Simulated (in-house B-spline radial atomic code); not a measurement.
Configurations of the iron ion Fe²⁺, with energies counted from [Ar] 3d6. All numbers are computed (scalar-relativistic (X2C) BHandHLYP, spin-polarised, spherical fractional occupations, exact exchange averaged over the configuration; Fermi nucleus of rms radius 3.7377 fm) with a radial B-spline atomic code at the basis-set limit, not measured. Shells without spins written out take the highest spin.

Occupations are held fixed; configurations that lie above the ionisation limit could autoionise.

```tsv
configuration	E - E(ref) (eV)	highest orbital	its <r> (bohr)
[Ar] 3d5 4d1	18.085	4d up	4.029
[Ne] 3s2 3p5 3d7	53.963	3d down	1.113
[Ne] 3s2 3p5 3d6 4p1	64.02	4p up	2.794
[Ne] 3s2 3p5 3d6 4f1	76.884	4f up	5.782
```

Order these further configurations by energy, lowest first.
A. [Ne] 3s2 3p5 3d6 4d1
B. [Ne] 3s2 3p5 3d6 4s1
C. [Ar] 3d5 4p1
D. [Ar] 3d5 4s1
E. [Ar] 3d5 4f1

D (3.5481 eV), C (10.011 eV), E (22.732 eV), B (57.519 eV), A (72.151 eV).
